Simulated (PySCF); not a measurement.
Correlation energy of Sn (tin, neutral)

[Kr] 4d10 5s2 5p2, high-spin 3P determinant. All numbers are calculated (PySCF 2.14, scalar relativity by spin-free X2C-1e, in aug-cc-pVTZ-DK3). Frozen: [Kr] 4d10; 4 electrons correlated.

| level | correlation energy (mhartree) |
| --- | --- |
| CCSD | -56.20 |
| (T) | -1.64 |
| CCSD(T) | -57.84 |

Diagnostics: T1 = 0.0095, D1 = 0.0248, largest double amplitude 0.071.

Cost of the coupled-cluster step: roughly 1.1 core-seconds, for 4 correlated electrons.
